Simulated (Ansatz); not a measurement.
Basis-set extrapolation for C₃H₇BN₂ (`BN/C=N/C=C`) (PBE0-D4/def2-TZVP geometry, frozen core, the Gaussian-basis code of Ansatz). Multiplicity 1, RHF reference.

```
                      def2-TZVPP   def2-QZVPP
                 HF  -251.351810  -251.363377
    MP2 correlation    -0.985771    -1.051265
CCSD(T) correlation    -1.073195      not run
```

Energies in hartree. Use E(X) = E(∞) + A·exp(−7.88·√X) for Hartree–Fock and E(X) = E(∞) + B·X^(−2.97) for correlation, with X = 3 and 4, and add CCSD(T) minus MP2 of the smaller set to the MP2 limit.

Q: What is the CCSD(T) energy at the basis-set limit?

A: HF limit: -251.363377 + (-0.011567) × 0.13774 = -251.36497. MP2 limit: -1.051265 + (-0.065494) × 0.74074 = -1.09978. Higher-order term: -1.073195 − (-0.985771) = -0.08742. Total: -252.55217 hartree, 79.8 kcal/mol below CCSD(T)/def2-TZVPP.
